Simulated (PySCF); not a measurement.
How methods differ on the ionisation energy of Kr

Kr [Kr] (1S) → Kr⁺ [Ar] 3d10 4s2 4p5 (2P), as a difference of total energies. All numbers are calculated (PySCF 2.14, the spin-free X2C one-electron Hamiltonian (Gaussian nucleus), in x2c-TZVPPall with one added diffuse shell each of s, p, d type (7s6p5d1f, 57 functions)). Correlated levels: valence: [Ar] 3d10 frozen; valence and next inner shell: [Ne] frozen. The calculations carry no spin-orbit coupling.

```csv
method,ionisation energy (eV),plus first-order spin-orbit estimate,error of that sum (eV)
UHF,13.055,12.841,-1.159
LDA,14.337,14.123,+0.123
PBE,14.036,13.822,-0.178
PBE0,14.079,13.866,-0.134
r2SCAN,14.158,13.944,-0.056
B2PLYP,14.038,13.824,-0.176
revPBE,13.965,13.751,-0.249
wB97X-V,14.097,13.883,-0.117
B3LYP,14.147,13.933,-0.067
MP2 (valence),14.002,13.788,-0.212
SCS-MP2 (valence),13.917,13.703,-0.297
MP2 (valence and next inner shell),14.049,13.836,-0.164
SCS-MP2 (valence and next inner shell),13.947,13.733,-0.267
```

Reference: 14.000 eV (measured; NIST Atomic Spectra Database, ionization energies).

A first-order spin-orbit estimate (lowest level to lowest level, LS coupling) adds -0.214 eV.

Errors of the correlated levels include the incompleteness of this basis and the frozen core.
